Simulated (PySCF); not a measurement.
Compound: C₂H₆BF₃S.
Numbering: `[CH3:1][S+:2]([CH3:3])[B-:4]([F:5])([F:6])[F:7]` (hydrogens: H8, H9, H10 on C1; H11, H12, H13 on C3)

Cartesian coordinates in Å at the PBE0-D3(BJ)/def2-SVP level; atoms count from 1:
```xyz
13
C2H6BF3S angstrom
C     -1.307   -1.019   -0.108
S      0.036   -0.046   -0.807
C      1.466   -0.749    0.029
B     -0.198    1.743    0.388
F     -1.405    2.183   -0.024
F     -0.164    1.240    1.648
F      0.883    2.462    0.022
H     -2.238   -0.574   -0.483
H     -1.234   -2.063   -0.440
H     -1.284   -0.945    0.988
H      1.320   -0.692    1.116
H      1.631   -1.784   -0.300
H      2.325   -0.128   -0.256
```

Computed with core-valence-separated Tamm–Dancoff BHandHLYP/aug-pcX-1 (pcseg-1 on H, def2-SVPD on S) in PySCF, non-relativistic, gas phase, PBE0-D3(BJ)/def2-SVP geometry.

Computed fluorine K-edge spectrum, Gaussian lines of 0.4 eV full width, highest printed point 100; it ends one width below the last computed root. The energies are unshifted.

photon energy (eV), absorption and a bar:
```
    685.4          0 
    685.5          1 
    685.6          2 #
    685.7          7 ##
    685.8         14 ####
    685.9         21 ######
    686.0         22 #######
    686.1         20 ######
    686.2         21 ######
    686.3         37 ###########
    686.4         67 ####################
    686.5         95 ############################
    686.6        100 ##############################
    686.7         80 ########################
    686.8         59 ##################
    686.9         56 #################
    687.0         69 #####################
    687.1         78 #######################
    687.2         69 #####################
```

Question: Assign the maxima to core holes.

Answer: 3 maxima:
- 686.0 eV: F5/F7 (boron-bound fluorine), 686.00 eV, f = 0.003, sum of 2, 56 % of the height at the exact maximum; F6 (boron-bound fluorine), 685.92 eV, f = 0.002, 42 % of the height at the exact maximum
- 686.6 eV: F5/F6/F7 (boron-bound fluorine), 686.61 eV, f = 0.013, sum of 3, 54 % of the height at the exact maximum; F5/F6/F7 (boron-bound fluorine), 686.51 eV, f = 0.011, sum of 3, 46 % of the height at the exact maximum
- 687.1 eV: F5/F7 (boron-bound fluorine), 687.06 eV, f = 0.010, sum of 2, 54 % of the height at the exact maximum; F5/F7 (boron-bound fluorine), 687.19 eV, f = 0.006, sum of 2, 29 % of the height at the exact maximum

Further lines of some strength in the range: F6, 687.11 eV, f = 0.002.

Roots within 0.03 eV on the same or equivalent atoms count as one line; shares under 12 % aren't listed.

Vibrational structure and lifetime widths aren't in the curve. The ionisation threshold wasn't computed; near and above it a finite basis only mimics Rydberg series and continuum.
